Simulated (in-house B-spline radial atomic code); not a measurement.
**Ionising the chlorine ion Cl³⁺ with different functionals**

Computed with an all-electron radial atomic-structure program (B-spline basis): four-component Dirac-Coulomb Hamiltonian, Fermi nucleus of rms radius 3.3654 fm, spin-restricted, spherical fractional occupations for the functionals. The ionisation energy is the difference of two self-consistent energies, [Ne] 3s2 3p2 → [Ne] 3s2 3p1, without Breit or QED terms; ε is the level of the shell that loses the electron (mean over j). The electron is taken from both j subshells in proportion to 2j + 1, so the result is a j average, not the step between ground levels.

Hybrids are left out here: with spherical fractional occupations of an open shell their exact exchange keeps a self-interaction that integer-occupation calculations don't have.

```tsv
method	rung	ΔSCF (eV)	-ε(3p) (eV)
LDA VWN5	LDA	52.38	45.22
relativistic LDA	LDA	52.37	45.22
LDA PW92	LDA	52.37	45.21
LDA exchange-only	LDA	50.85	43.70
PBE	GGA	52.24	45.11
PBEsol	GGA	52.19	45.06
BLYP	GGA	52.15	44.99
RPBE	GGA	52.21	45.09
PW91	GGA	52.34	45.20
BP86	GGA	52.35	45.21
AM05	GGA	52.18	45.05
OLYP	GGA	52.23	45.12
```

Problem. How do they compare with the NIST value?

Solution. NIST lists 53.2 eV ± 0.12 (semi-empirical, ground level to ground level). Errors run from -2.39 to -0.86 eV. The correlated functionals all miss on the same side by more than they spread, so the cause is common to them (Breit-QED terms, spin polarisation, the choice among j levels, multiplet and fine-structure energies, or a listed next ion that isn't the cheapest removal here) and closeness doesn't rank the functionals.
